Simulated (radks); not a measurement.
Fractional charge and spin in the 4d shell of rhodium: the spin-up occupation runs from 4 to 5 and the spin-down occupation from 2 to 3; the fullest corner is Rh, [Kr] 5s(up 0.5, down 0.5) 4d(up 5, down 3). All-electron calculation, scalar-relativistic Kohn-Sham, r2SCAN, spin-polarised, spherical densities, finite nucleus; meta-GGA in the generalised Kohn-Sham scheme; Fermi nuclear charge, rms radius of each element as measured or else 0.836 A^(1/3) + 0.57 fm. Program: a radial shooting solver on a logarithmic mesh with Libxc functionals. Energy (eV) minus the two flat planes that join the four corners (they meet along the diagonal where the two added fractions sum to one electron); zero is where a piecewise linear energy would lie.

down \ up       4    4.25     4.5    4.75       5
2           0.000  -1.176  -1.553  -1.153   0.000
2.25       -1.142  -1.469  -1.021   0.178  -0.968
2.5        -1.509  -1.010   0.237  -0.863  -1.269
2.75       -1.120   0.177  -0.874  -1.235  -0.936
3           0.000  -1.001  -1.313  -0.968   0.000

Corners above the fullest one (they belong to Rh+ and the next ion): (up 5, down 2) 10.033 eV, (up 4, down 3) 11.917 eV, (up 4, down 2) 34.222 eV. With half an added electron in each spin the energy lies 0.237 eV from the planes, and with half an added electron in spin up alone -1.553 eV. The planes are only a guide here: the flat-plane condition holds for ground states with one frontier orbital, while this shell lies below other occupied shells, so the corners above the fullest one are inner-hole states and not the ground states of those ions.
